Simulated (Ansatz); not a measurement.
Ge₂₃H₃₂, a nanocrystal cut from cubic germanium. Charge 0, multiplicity 1. Geometry PBE-D4/def2-SVP, basis def2-SVP, Ansatz.

```
run  HOMO (eV)  LUMO (eV)
  A      -6.15      -1.81
  B      -5.90      -1.92
  C      -6.47      -1.57
  D      -6.81      -1.26
```

Single mean-field runs in def2-SVP are fitted with def2-universal-jkfit.

Question: The runs used PBE, PBE0, r2SCAN, r2SCANh. Estimate which is which.

Answer: A r2SCAN (0 % exact exchange); B PBE (0 % exact exchange); C r2SCANh (10 % exact exchange); D PBE0 (25 % exact exchange). Exact exchange lowers occupied and raises empty levels; among semilocal functionals meta-GGAs tend to open the gap a little, and such runs are hard to tell apart. The gap grows from 3.98 eV (PBE) to 5.55 eV (PBE0).
